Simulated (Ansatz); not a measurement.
Process, species as SMILES: [O]=[Y][Br] → [O]=[Y] + Br atom (the Br-Y bond at the site shown breaks; other sites are not compared here)
Structures are relaxed separately at B3LYP-D3(BJ)/def2-TZVP in Ansatz (a program for electronic structure). Frequencies are from Ansatz. [O]=[Y]: The spin state was set by rule; other spins were not relaxed.

Quantity: bond dissociation energy (enthalpy at 298 K, with B3LYP-D3(BJ) rigid-rotor harmonic-oscillator terms), in kcal/mol. Correlated levels leave the core frozen unless marked. UHF or UKS for open shells. No spin-orbit coupling. The frozen core is the preceding noble-gas configuration, with the filled d and f shells of earlier blocks. Past Kr the def2 sets carry scalar-relativistic core potentials. CBS(X,Y): correlation extrapolated as X^-3; Hartree-Fock from the larger set.

```json
[
 {"level": "BLYP-D4/def2-TZVPD", "program": "Ansatz + dftd4", "bond dissociation energy (kcal/mol)": "91.8"},
 {"level": "PBE0-D3(BJ)/def2-TZVPD", "program": "Ansatz + dftd3", "bond dissociation energy (kcal/mol)": "97.6"},
 {"level": "CAM-B3LYP-D4/def2-TZVPD", "program": "Ansatz + dftd4", "bond dissociation energy (kcal/mol)": "95.0"},
 {"level": "MP2/def2-SVPD", "program": "Ansatz", "bond dissociation energy (kcal/mol)": "97.1"},
 {"level": "SCS-MP2/def2-TZVPPD", "program": "Ansatz", "bond dissociation energy (kcal/mol)": "97.4"}
]
```

### Question
Estimate the value at CCSD(T)/CBS(def2-TZVPPD,def2-QZVPPD) as computed with Ansatz.

### Answer
100.3 kcal/mol, so SCS-MP2/def2-TZVPPD differs from it by -2.9 kcal/mol.
